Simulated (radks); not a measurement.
Question: The mean radii <r> (bohr) of the occupied orbitals of an atom or ion are listed with their occupations. Calculated with a radial shooting solver on a logarithmic mesh with Libxc functionals: Dirac Kohn-Sham, BLYP, spin-unpolarised, spherical densities, finite nucleus; Fermi nuclear charge, rms radius of each element as measured or else 0.836 A^(1/3) + 0.57 fm.

orbital  occ.      <r>
1s1/2       2  0.02971
2s1/2       2   0.1281
2p1/2       2   0.1084
2p3/2       4   0.1137
3s1/2       2   0.3484
3p1/2       2   0.3395
3p3/2       4   0.3506
3d3/2       4   0.3223
3d5/2       6   0.3259
4s1/2       2   0.8476
4p1/2       2   0.9005
4p3/2       4   0.9309
4d3/2       4    1.158
4d5/2       6    1.174
5s1/2       1    2.345

Name the element and its charge. Open shells, if any, fill j = l - 1/2 first.

Answer: Z = 49, indium, charge +2: In2+ in [Kr] 4d10 5s1. The 1s radius gives Z: for a bare nucleus <r> = (2 gamma + 1)/(2Z) with gamma = sqrt(1 - (Z/c)^2), 0.02926 bohr for Z = 49, and screening makes it slightly larger (0.02971 here). The occupations add up to 47, and the charge is Z minus that.
